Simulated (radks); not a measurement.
Results of a calculation; reference values are marked as such.
The ytterbium ion Yb15+, 55 electrons, occupied as [Kr] 4d10 4f9 (the NIST ground configuration).

Level of theory: scalar-relativistic Kohn-Sham, BLYP, spin-polarised, spherical densities, point nucleus; open shells are filled with parallel spins first (spin-orbit coupling, left out, can overturn this in heavy ions) (a radial shooting solver on a logarithmic mesh with Libxc functionals).

Energy parts (eV):
| part | energy |
|---|---|
| total | -380521.10 |
| kinetic | 414915.30 |
| electron-nucleus | -918037.21 |
| Hartree | 130269.24 |
| exchange-correlation | -7668.43 |

Orbitals (lengths in bohr, moments of r in powers of bohr):
orbital  occ.  eigenvalue (eV)      <r^2>
1s down     1        -61591.23  0.0005297
1s up       1        -61591.21  0.0005297
2s up       1        -10713.82   0.008208
2s down     1        -10713.74   0.008207
2p up       3        -9482.095   0.006713
2p down     3        -9482.041   0.006712
3s up       1        -2675.633    0.05368
3s down     1        -2672.484    0.05360
3p up       3        -2304.370    0.05419
3p down     3        -2301.224    0.05409
3d up       5        -1852.275    0.04509
3d down     5        -1849.873    0.04497
4s up       1        -789.1420     0.2623
4s down     1        -783.0472     0.2626
4p up       3        -665.4702     0.2941
4p down     3        -659.5345     0.2946
4d up       5        -502.4751     0.3344
4d down     5        -496.6576     0.3357
4f up       7        -319.7897     0.4003
4f down     2        -313.9211     0.4061

The highest occupied level is 4f down at -313.92 eV. Summed over all electrons, <r^2> = 10.20 bohr^2, which gives a Langevin (diamagnetic) susceptibility term of -8.08 x 10^-6 cm^3/mol. Spin moment in Bohr magnetons: 5. For comparison, the ionisation energy in NIST's Atomic Spectra Database is 360 eV (theoretical). In exact Kohn-Sham theory the highest level is minus the ionisation energy, but local and semilocal functionals leave it too shallow, through self-interaction and a potential that decays too fast; potentials with the right tail come closer.
